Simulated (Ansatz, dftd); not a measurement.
System: ZrH$_{3}$I, charge 0, singlet. ZrH3I (SMILES [ZrH3][I]).
B3LYP-D3(BJ)/def2-TZVP minimum from Ansatz (a first-principles code):
```
Zr
H 1 1.8422
H 1 1.8422 2 109.59
H 1 1.8422 2 109.59 3 120.29
I 1 2.7037 2 109.35 3 -119.85
```
Charge 0, spin multiplicity 1.

Wanted: atomisation energy (electronic, to ground-state atoms), in kcal/mol. Radicals and triplets start from unrestricted determinants; spin-orbit coupling is neglected. Cores are frozen in correlated methods (noble-gas shells, and filled d and f shells in the p block). Past Kr the def2 sets carry scalar-relativistic core potentials. CBS(X,Y): correlation extrapolated as X^-3, Hartree-Fock from the larger set. A bracket is a step between two methods taken in the basis named. For partners of very few electrons the exact lower level stands in for a higher one. Spin-orbit terms, left out, reach several kcal/mol for Br and I, and more for heavier atoms.

```tsv
level	program	atomisation energy (kcal/mol)	difference against the last row
HF/def2-SVP	Ansatz	221.4	-81.8
PBE-D4/def2-TZVPD	Ansatz + dftd4	307.8	4.6
PBE/def2-TZVPD	Ansatz	305.4	2.2
r2SCANh/def2-TZVPD	Ansatz	303.8	0.6
CAM-B3LYP-D4/def2-TZVPD	Ansatz + dftd4	303.4	0.2
wB97X-V/def2-TZVPD	Ansatz	308.0	4.8
wB97M-V/def2-TZVPD	Ansatz	300.4	-2.8
B2GP-PLYP-D3(BJ)/def2-TZVPD	Ansatz + dftd3	299.3	-3.9
CCSD/def2-QZVPP	Ansatz	297.2	-6.0
CCSD(T)/def2-TZVPP	Ansatz	295.5	-7.7
CCSD(T)/CBS(def2-TZVPP,def2-QZVPP)	Ansatz	303.4	0.2
CCSDT(Q)/def2-SVP	Ansatz	283.2	-20.0
CCSDT(Q)/def2-TZVPP	Ansatz	295.3	-7.9
CCSD(T)/CBS(def2-TZVPP,def2-QZVPP) + [CCSDT(Q) - CCSD(T)]/def2-TZVPP	Ansatz	303.2	0.0
```
